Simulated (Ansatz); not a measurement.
Basis-set extrapolation for AlH$_{5}$O$_{2}$Si (`O[SiH](O)[AlH2]`) (PBE0-D4/def2-TZVP geometry, frozen core, Ansatz). Multiplicity 1, RHF reference.

|  | def2-TZVPP | def2-QZVPP |
| --- | --- | --- |
| HF | -683.653021 | -683.677169 |
| MP2 correlation | -0.682682 | -0.738357 |
| CCSD(T) correlation | -0.741263 | not run |

Energies in hartree. Use E(X) = E(∞) + A·exp(−7.88·√X) for Hartree–Fock and E(X) = E(∞) + B·X^(−2.97) for correlation, with X = 3 and 4, and add CCSD(T) minus MP2 of the smaller set to the MP2 limit.

Question: What is the CCSD(T) energy at the basis-set limit?

Answer: HF limit: -683.677169 + (-0.024148) × 0.13774 = -683.68050. MP2 limit: -0.738357 + (-0.055675) × 0.74074 = -0.77960. Higher-order term: -0.741263 − (-0.682682) = -0.05858. Total: -684.51868 hartree, 326.6 kJ/mol below CCSD(T)/def2-TZVPP.
